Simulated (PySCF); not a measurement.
Excitation energy of F⁺ by level of theory

F⁺ [He] 2s2 2p4 (3P) → F⁺ [He] 2s1 2p5 (3P), as a difference of total energies. All numbers are calculated (PySCF 2.14, no relativity, point nucleus, in def2-TZVPP). Correlated levels: valence: 1s2 frozen. The calculations carry no spin-orbit coupling.

| method | excitation energy (eV) | error (eV) |
| --- | --- | --- |
| UHF | 21.708 | +1.277 |
| MP2 (valence) | 20.759 | +0.328 |
| SCS-MP2 (valence) | 20.674 | +0.243 |
| CCSD (valence) | 20.544 | +0.113 |
| CCSD(T) (valence) | 20.488 | +0.057 |
| CCSDT (valence) | 20.481 | +0.050 |

Reference: 20.431 eV (measured; NIST levels, between the centres of gravity of the two terms).

Errors of the correlated levels include the incompleteness of this basis and the frozen core.
